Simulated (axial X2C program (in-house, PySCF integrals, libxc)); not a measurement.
# Spectroscopic constants of SnTe⁻

All values were computed with an in-house relativistic program for diatomic molecules. Spin-free means the one-electron spin-free X2C Hamiltonian; two-component (2c) means X2C with spin–orbit coupling and atomic mean-field two-electron Coulomb and Gaunt terms, so the difference of the two also holds small scalar two-electron terms. Basis: Te dyall-acv3z [12s13p9d5f1g], Sn dyall-acv3z [12s13p10d5f1g] (cores contracted in-house); Gaussian nuclei, density fitting, unrestricted open shells. Masses: Te 129.906 u, Sn 119.902 u.

State, spin-free: M_S = 1/2, Λ = 1 (beyond evenly filled blocks: π+α); electrons by block: σα: 21, σβ: 21, π+α: 12, π+β: 11, π-α: 11, π-β: 11, δ+α: 4, δ+β: 4, δ-α: 4, δ-β: 4. Fragments: Te- + Sn.

State, 2c: Ω = 1/2 (⟨Sz⟩ = -0.49, ⟨Lz⟩ = 0.99 at PBE0); electrons by block: 1/2: 33, -1/2: 32, 3/2: 15, -3/2: 15, 5/2: 4, -5/2: 4. Fragments: Te- + Sn.

```
Hamiltonian  level  Re (Å)  ωe (cm⁻¹)  ωexe (cm⁻¹)  Be (cm⁻¹)  αe (cm⁻¹)  De (eV)  D0 (eV)  μ (D)
  spin-free   PBE0   2.640      217.1        0.387     0.0388   9.41e-05     3.11     3.10   0.84
  spin-free    M06   2.666      212.0        0.381    0.03804   9.38e-05     3.32     3.31   0.48
         2c   PBE0   2.646      214.1        0.404    0.03861   9.64e-05      n/a      n/a   0.85
         2c    M06   2.673      209.0        0.394    0.03785   9.58e-05      n/a      n/a   0.55
```

Dipoles are positive if Sn is the positive end and refer to the centre of mass.

One determinant describes the state; a PBE0 search over occupations chose it and may have missed a lower one. Dissociation energies refer to the lowest single-determinant-based atoms at the same level and basis. De is not given where an atomic determinant may have missed its ground term or J level, or where the truncated virtual space spoils (T). Density functionals use the spin component along the axis (collinear). The functionals have no current-density term, which raises determinants with orbital currents, atoms included. The highest occupied level of some functionals is positive through self-interaction error; at Hartree–Fock it is bound. The determinant is spin-polarised beyond a pure state at some levels (its spin-free form has ⟨S²⟩ too high), which makes Re and μ there less reliable.

No reliable constants came from CCSD (2c), CCSD (spin-free), CCSD(T) (2c), CCSD(T) (spin-free), HF (2c), HF (spin-free), MP2 (2c), MP2 (spin-free): no minimum in range, unconverged points, a curve that is not smooth, a change of character along it, or the two Hamiltonians disagreeing along it.

Rough cost a point (2c) on 1 thread(s) of a shared host, integrals apart: PBE0 3 s, M06 4 s.

The whole task took 7.3 min on 1 thread of Arm Neoverse V2, on a shared host.
